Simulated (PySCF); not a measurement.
## How methods differ on the excitation energy of Ga⁺

Ga⁺ [Ar] 3d10 4s2 (1S) → Ga⁺ [Ar] 3d10 4s1 4p1 (3P), as a difference of total energies. Computed with PySCF 2.14 in x2c-TZVPPall (6s5p4d1f, 48 functions), with scalar relativity by spin-free X2C-1e. Correlated levels: valence and next inner shell: [Ne] frozen. The calculations carry no spin-orbit coupling.

```tsv
method	excitation energy (eV)
UHF	4.662
MP2 (valence and next inner shell)	5.601
SCS-MP2 (valence and next inner shell)	5.755
CCSD (valence and next inner shell)	5.747
CCSD(T) (valence and next inner shell)	5.806
```

Q: How much does correlation contribute at CCSD(T) (valence and next inner shell)?

A: 5.806 − (4.662) = 1.144 eV, measured against UHF.

Errors of the correlated levels include the incompleteness of this basis and the frozen core.

The basis was made for the ground configuration and has no added diffuse functions, so the excitation energy can come out too high.

For comparison: 5.986 eV (measured; NIST levels, between the centres of gravity of the two terms).
